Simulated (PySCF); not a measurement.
# Exercise with solution: entropy of an ideal gas

Al(Cl)2(SeH) (AlCl2HSe), SMILES [Cl][Al]([Cl])[SeH].

Coordinates come from a B3LYP-D3(BJ)/def2-SVP optimisation. The values are those of a single conformer.

B3LYP-D3(BJ)/def2-SVP in PySCF gives the harmonic wavenumbers 106, 131, 184, 242, 307, 550, 573, 648, 2408 cm⁻¹ and the rotational temperatures 0.1034, 0.0557, 0.0362 K. The molar mass is 177.86 g/mol, the symmetry number 1, the spin multiplicity 1.

Task: Work out the entropy at 298.15 K and 1 atm in the rigid-rotor, harmonic-oscillator model.

Result: 
Translation (Sackur–Tetrode at 1 atm): S = R[1.5 ln M + 2.5 ln T − 1.16487] = 173.4 J/(mol K).
Rotation: q = (√π/σ) T^1.5/√(θA θB θC) = 632000, S = R[ln q + 3/2] = 123.5 J/(mol K).
Vibration: with u = 1.4388 ν/T, each mode gives R[u/(e^u − 1) − ln(1 − e^−u)]:
```tsv
ν (cm⁻¹)	modes	u	S (J/(mol K))
106	1	0.51	13.98
131	1	0.63	12.26
184	1	0.89	9.57
242	1	1.17	7.48
307	1	1.48	5.77
550	1	2.65	2.28
573	1	2.77	2.09
648	1	3.13	1.57
```
The stiffer modes add less than 0.005 each. Sum 55.0 J/(mol K).
Spin: R ln 1 = 0.0 J/(mol K).
Total 351.9 J/(mol K); the program's own thermochemistry gives 351.9. Translation makes up 49 % and vibration 16 %. Anharmonicity, hindered rotation and orbital degeneracy are left out.
